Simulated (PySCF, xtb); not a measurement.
CHCl2, SMILES Cl[CH]Cl, multiplicity 2. Atoms are numbered in the order given.

```xyz
4

Cl     0.0080    -0.1695    -1.4609
C     -0.0826     0.6753     0.0000
Cl     0.0080    -0.1695     1.4609
H      0.2228     1.7111     0.0000
```
Charge 0, spin multiplicity 2.

The structure is a stationary point at PBE0-D3(BJ)/def2-TZVP. The isomer is the one that the SMILES or the coordinates give; other isomers of the formula were not compared.

The numbers are results of PySCF with C-PCM-PBE0/def2-SVP, not measurements.

The values are the electrostatic part of the solvation free energy, E(continuum) − E(gas) at the gas-phase geometry, in a cavity of scaled van der Waals radii (PySCF's table); cavitation and dispersion terms are not included. The dipole moment in vacuum is 0.89 D.

| solvent | ε | ΔG(elec) (kcal/mol) | dipole (D) |
|---|---|---|---|
| water | 78.36 | -1.3 | 1.14 |
| benzene | 2.27 | -0.7 | 1.02 |
| methanol | 32.61 | -1.3 | 1.13 |

For comparison, GFN2-xTB/ALPB(water) (xtb, at the GFN2-xTB geometry, all terms of that model) gives -0.5 kcal/mol.
